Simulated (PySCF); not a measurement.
Mapped SMILES: `[F:1][C:2]([F:3])=[C:4]([F:5])[C:6]1=[CH:7][O:8][AlH2-:9][O+:10]=[CH:11]1`. Hydrogens are named by the atom that carries them.

Geometry: PBE0-D3(BJ)/def2-SVP; GIAO shifts from PySCF, gas phase, non-relativistic, averaged over equivalent atoms.

At PBE0/pcSseg-1 (214 basis functions, 45 s wall time on 1 thread of an Arm Neoverse V2, shared host):
| atoms | δ (ppm) |
| --- | --- |
| F1 | -102.0 |
| F3 | -126.2 |
| F5 | -192.0 |
| C7 | 190.3 |
| C11 | 190.0 |
| C2 | 162.0 |
| C4 | 130.4 |
| C6 | 110.9 |
| O10 | 322.0 |
| O8 | 321.4 |
| Al9 | 49.0 |
| H(C7) | 8.47 |
| H(C11) | 8.40 |
| H(Al9) | 4.45 |

Scale: 19F (177.25 ppm) vs CFCl3; 13C (184.41 ppm), 1H (31.27 ppm) vs TMS; 17O (334.56 ppm) vs H2O; 27Al (489.28 ppm) against AlH4- (reference shieldings calculated alike).

Q: Predict the values at KT2/pcSseg-2 on the same geometry.

A: 
```csv
atoms,δ at KT2/pcSseg-2,change
F1,-125.3,-23.3
F3,-150.4,-24.2
F5,-213.9,-21.9
C7,178.4,-11.9
C11,178.9,-11.1
C2,160.4,-1.6
C4,127.7,-2.7
C6,111.0,+0.1
O10,311.6,-10.4
O8,309.3,-12.1
Al9,55.3,+6.3
H(C7),8.37,-0.10
H(C11),8.33,-0.07
H(Al9),4.71,+0.26
```

Shifts are taken against calculated references (same method and geometry level): CFCl3 for 19F (σ = 136.34 ppm); 13C (σ = 182.28 ppm) and 1H (σ = 31.18 ppm) vs TMS; 17O (σ = 324.36 ppm) against H2O; 27Al (σ = 492.95 ppm) against AlH4-.

The largest change is at F3 (vinylic fluorine). Cost: 459 basis functions, 2.4 min wall time on 1 thread of an Arm Neoverse V2, shared host. The order of the carbon signals changes between the two levels.

Unscaled 19F shifts against computed CFCl3 carry errors that often reach 10 to 50 ppm. Unscaled 17O shifts of doubly bonded oxygen tend to come out too high, by tens of ppm or more. Experimental scales use liquid or dissolved standards, which lie at an offset from isolated H2O (liquid H2O: subtract about 36 ppm).
